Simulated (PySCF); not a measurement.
A side-by-side comparison of computed properties.

First species: CH9ClSi4.
Cartesian coordinates in Å at the GFN2-xTB level; atoms count from 1:
```
atom  x, y, z in Å
Cl1    1.842   -0.727    1.647
C2     2.337   -0.075    0.059
Si3    0.750    0.369   -0.935
Si4   -0.760   -1.450   -0.848
Si5   -2.071   -0.245    0.701
Si6   -0.681    1.646    0.452
H7     2.942   -0.844   -0.414
H8     2.973    0.782    0.263
H9     1.341    0.874   -2.192
H10   -1.414   -1.737   -2.134
H11   -0.231   -2.759   -0.446
H12   -3.487   -0.059    0.353
H13   -2.140   -0.814    2.052
H14   -0.097    2.258    1.651
H15   -1.310    2.787   -0.230
```

Second species: 4-methylpyridazine, C₅H₆N₂.
Numbering: `[CH3:1][c:2]1[cH:3][cH:4][n:5][n:6][cH:7]1` (hydrogens: H8, H9, H10 on C1; H11 on C3; H12 on C4; H13 on C7)

Structure used (GFN2-xTB), in Å, numbered top down from 1:
```
atom  x, y, z in Å
C1    -1.8364   -0.2236    0.0960
C2    -0.3701    0.0493    0.0438
C3     0.5675   -0.9429   -0.1930
C4     1.9067   -0.5652   -0.2355
N5     2.3071    0.6791   -0.0605
N6     1.4355    1.6167    0.1629
C7     0.1504    1.3379    0.2158
H8    -2.2668   -0.1088   -0.8995
H9    -2.0288   -1.2405    0.4313
H10   -2.3365    0.4766    0.7612
H11    0.2735   -1.9727   -0.3361
H12    2.6920   -1.2865   -0.4137
H13   -0.4985    2.1814    0.4094
```

Levels: PBE0/def2-SVPD for dipole moment, HOMO energy, LUMO energy, HOMO–LUMO gap, static isotropic polarisability and electronic spatial extent ⟨r²⟩ about the centre of nuclear charge; TDDFT PBE0/def2-SVPD for lowest singlet excitation; TDA PBE0/def2-SVPD for lowest triplet excitation (Tamm–Dancoff); GFN2-xTB for rotational constant A and rotational constant C. Geometries: GFN2-xTB. Each species is one conformer at its optimised geometry, gas phase, non-relativistic unless stated. Electronic properties by PySCF.

The conformers computed, where there is a choice (atom-mapped SMILES and torsion angles):
- `[Cl:1][CH2:2][SiH:3]1[SiH2:4][SiH2:5][SiH2:6]1`: Cl1–C2–Si3–Si4 -48°

```tsv
property	column X	column Y
dipole moment	1.48 D	4.69 D
HOMO energy	-7.56 eV	-6.51 eV
LUMO energy	-1.60 eV	-1.31 eV
HOMO–LUMO gap	5.96 eV	5.20 eV
lowest singlet excitation	4.57 eV	3.50 eV
lowest triplet excitation (Tamm–Dancoff)	4.25 eV	2.72 eV
static isotropic polarisability	142.0 au	68.8 au
electronic spatial extent ⟨r²⟩ about the centre of nuclear charge	1630 bohr²	661 bohr²
rotational constant A	1.495 GHz	6.071 GHz
rotational constant C	0.861 GHz	1.852 GHz
```

Which column belongs to which species?

Column X is the first species and column Y the second. The first has 15 atoms and 88 electrons, the second 13 and 50.

How does each property change from the first species to the second?

dipole moment +3.21 D; HOMO energy +1.05 eV; LUMO energy +0.29 eV; HOMO–LUMO gap -0.76 eV; lowest singlet excitation -1.07 eV; lowest triplet excitation (Tamm–Dancoff) -1.53 eV; static isotropic polarisability -73.2 au; electronic spatial extent ⟨r²⟩ about the centre of nuclear charge -969 bohr²; rotational constant A +4.576 GHz; rotational constant C +0.991 GHz.

On the first: The principal polarisabilities are 126.6, 145.8 and 153.5 au; their mean is the isotropic value. The dipole matches unit charges of opposite sign 0.31 Å apart (1 e·Å = 4.8032 D).

On the second: The 6 singlets span 3.50 to 6.31 eV, and their oscillator strengths add up to 0.03. The dipole matches unit charges of opposite sign 0.98 Å apart (1 e·Å = 4.8032 D).
